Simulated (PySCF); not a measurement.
Computed vibrations of [HfF3(H2O)]+

[HfF3(H2O)]+ (singlet). PySCF 2.14.0, RKS PBE0, Hf def2-SVP with ECP60, F def2-SVP, O def2-SVP, H def2-SVP; non-relativistic Hamiltonian with scalar-relativistic core potentials where named; density fitting; no spin-orbit coupling. Central differences of gradients.

```xyz
7

Hf    0.0241   -0.0254    0.0254
F     1.0363    1.1643    1.0581
F    -1.1063   -1.0801    1.0801
F     1.0363   -1.0581   -1.1643
O    -1.2225    1.2436   -1.2436
H    -1.5533    2.1361   -1.0288
H    -1.5533    1.0288   -2.1361
```

Run from Python with OMP_NUM_THREADS=2. Where DIIS fails, smearing, a level shift and second-order steps follow.
It took 71 s on 2 threads of Intel(R) Xeon(R) Platinum 8488C (Sapphire Rapids) (shared host).

Question: What are the harmonic wavenumbers and infrared intensities?

Answer: Modes are labelled in Cs; negative numbers are unstable modes, those under 60 cm⁻¹ near the noise; a finer grid moves soft modes by up to 10 cm⁻¹.
```tsv
cm⁻¹	km/mol	symmetry
22	2.2	a''
87	8.3	a'
98	0.0	a''
109	35.6	a'
168	7.8	a'
178	8.2	a''
429	17.5	a'
477	322.4	a'
621	36.0	a''
722	141.8	a'
724	37.2	a'
724	168.5	a''
1640	120.8	a'
3726	339.3	a'
3791	352.6	a''
```

Question: Is this a minimum?

Answer: Yes, within the noise of the softest modes. Ideal gas at 298.15 K and 1 bar: S = 395.3 J/(mol K), Cp = 107.3 J/(mol K), H − H(0 K) = 23.9 kJ/mol (rigid rotor, harmonic modes, spin degeneracy alone; the modes under 60 cm⁻¹ make these uncertain).
